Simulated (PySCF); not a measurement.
Si(OSiH3)(F)2(Me) (CH₆F₂OSi₂), SMILES [Si](F)(C)(O[SiH3])F.

Geometry: ωB97X-D3(BJ)/def2-SVP. Other conformers were not sampled.

The numbers are results of ωB97X-D3(BJ)/def2-SVP (PySCF), not measurements.

Frequencies are harmonic and unscaled.

| mode | ν (cm⁻¹) | IR (km/mol) | Raman (Å⁴/amu) | depolarisation | moving atoms (share of kinetic energy) |
|---|---|---|---|---|---|
| 1 | 25 | 1.2 | 0.1 | 0.68 | F 34 %, O 29 %, Si 21 %, H 14 % |
| 2 | 44 | 0.1 | 0.0 | – | H 96 % |
| 3 | 67 | 2.9 | 0.1 | 0.73 | Si 31 %, F 26 %, O 18 %, H 16 %, C 9 % |
| 4 | 118 | 0.0 | 0.0 | – | H 98 % |
| 5 | 198 | 1.6 | 0.6 | 0.67 | C 27 %, H 25 %, F 22 %, Si 16 %, O 11 % |
| 6 | 211 | 0.0 | 0.7 | 0.74 | F 48 %, H 21 %, C 21 % |
| 7 | 311 | 20.5 | 0.8 | 0.58 | F 65 %, Si 16 %, O 13 % |
| 8 | 331 | 14.8 | 0.8 | 0.75 | F 40 %, O 34 %, Si 17 %, H 9 % |
| 9 | 385 | 70.1 | 2.8 | 0.70 | F 31 %, Si 23 %, O 20 %, C 18 %, H 9 % |
| 10 | 595 | 2.9 | 12.2 | 0.15 | Si 35 %, H 19 %, O 17 %, F 15 %, C 13 % |
| 11 | 741 | 48.3 | 9.9 | 0.74 | H 79 %, Si 10 % |
| 12 | 745 | 15.6 | 4.5 | 0.36 | H 39 %, C 24 %, Si 18 %, F 16 % |
| 13 | 750 | 56.8 | 11.5 | 0.62 | H 77 %, O 10 %, Si 10 % |
| 14 | 786 | 5.0 | 1.8 | 0.75 | H 67 %, C 21 %, F 12 % |
| 15 | 827 | 92.4 | 0.2 | 0.54 | H 46 %, Si 26 %, C 21 % |
| 16 | 921 | 160.4 | 3.0 | 0.68 | Si 43 %, F 38 %, H 13 % |
| 17 | 963 | 11.5 | 10.6 | 0.75 | H 54 %, Si 25 %, F 20 % |
| 18 | 972 | 151.2 | 19.2 | 0.74 | H 86 %, Si 9 % |
| 19 | 974 | 232.8 | 13.5 | 0.74 | H 56 %, Si 24 %, F 18 % |
| 20 | 1002 | 522.8 | 12.5 | 0.75 | H 76 %, Si 17 % |
| 21 | 1127 | 442.5 | 2.3 | 0.73 | O 69 %, Si 20 %, H 10 % |
| 22 | 1304 | 66.2 | 1.1 | 0.30 | H 74 %, C 24 % |
| 23 | 1436 | 5.5 | 13.4 | 0.75 | H 96 % |
| 24 | 1437 | 3.7 | 11.4 | 0.75 | H 96 % |
| 25 | 2272 | 118.7 | 96.5 | 0.30 | H 96 % |
| 26 | 2277 | 115.1 | 124.0 | 0.22 | H 97 % |
| 27 | 2289 | 112.4 | 147.5 | 0.17 | H 97 % |
| 28 | 3082 | 0.0 | 119.3 | 0.01 | H 97 % |
| 29 | 3188 | 0.5 | 62.7 | 0.75 | H 91 %, C 9 % |
| 30 | 3190 | 0.5 | 80.8 | 0.74 | H 91 %, C 9 % |
